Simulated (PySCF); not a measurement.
Vertical excitations of a molecule C4H13BN2O from TDDFT-ωB97X/def2-SVP (PySCF), as energy in eV (oscillator strength): 7.04 (0.026), 7.74 (0.013), 8.23 (0.314), 8.41 (0.152), 8.53 (0.023), 8.81 (0.005), 9.17 (0.013), 9.36 (0.013), 9.52 (0.005), 9.54 (0.088). Lowest triplet (TDA): 6.90 eV. Coordinates come from a B3LYP-D3(BJ)/def2-SVP optimisation. The values are those of a single conformer.

**Question.** Which molecule gave these data?
A. CCOB(N)N(C)C
B. CN(C)B(O)N(C)C
C. CNB(OC)N(C)C

**Answer.** A, CCOB(N)N(C)C
